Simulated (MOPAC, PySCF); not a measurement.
[W(Cl)2(OH)4], neutral singlet in the gas phase. 

Cartesian coordinates (Å):
```xyz
11

W      0.0668     0.4608     0.1152
Cl    -1.0708    -0.7573    -1.6352
Cl     0.5012    -1.6666     1.1785
O     -0.3006     2.0628    -0.7945
H     -0.7005     2.2790    -1.6576
O      0.9499     1.3280     1.5279
H      1.3392     1.0408     2.3749
O      1.6341     0.0636    -0.8758
H      1.8726    -0.8038    -1.2546
O     -1.6023     0.3571     1.0090
H     -2.1791    -0.4286     1.0632
```
Charge 0, spin multiplicity 1.

All levels are single points at this geometry (BP86-D3(BJ)/def2-SVP); Pople sets use spherical d functions. Orbital energies aren't observables, and empty levels follow the basis.

HF/6-31G* (LANL2DZ on W) in PySCF gives dipole (D) = 1.63.

Question: Estimate the dipole (D) from each of these levels: TPSSh-D3(BJ)/def2-TZVP in PySCF; B3LYP/6-311+G** (LANL2DZ on W) in PySCF; B3LYP/6-31G* (LANL2DZ on W) in PySCF; B3LYP/LANL2DZ in PySCF; M06-2X/6-31G* (LANL2DZ on W) in PySCF; SVWN5/6-31G* (LANL2DZ on W) in PySCF; PM6 in MOPAC; PM7 in MOPAC.

Answer: 
```json
[
 {"level": "TPSSh-D3(BJ)/def2-TZVP in PySCF", "dipole (D)": "1.69"},
 {"level": "B3LYP/6-311+G** (LANL2DZ on W) in PySCF", "dipole (D)": "1.26"},
 {"level": "B3LYP/6-31G* (LANL2DZ on W) in PySCF", "dipole (D)": "1.75"},
 {"level": "B3LYP/LANL2DZ in PySCF", "dipole (D)": "1.13"},
 {"level": "M06-2X/6-31G* (LANL2DZ on W) in PySCF", "dipole (D)": "1.81"},
 {"level": "SVWN5/6-31G* (LANL2DZ on W) in PySCF", "dipole (D)": "1.65"},
 {"level": "PM6 in MOPAC", "dipole (D)": "1.07"},
 {"level": "PM7 in MOPAC", "dipole (D)": "1.64"}
]
```
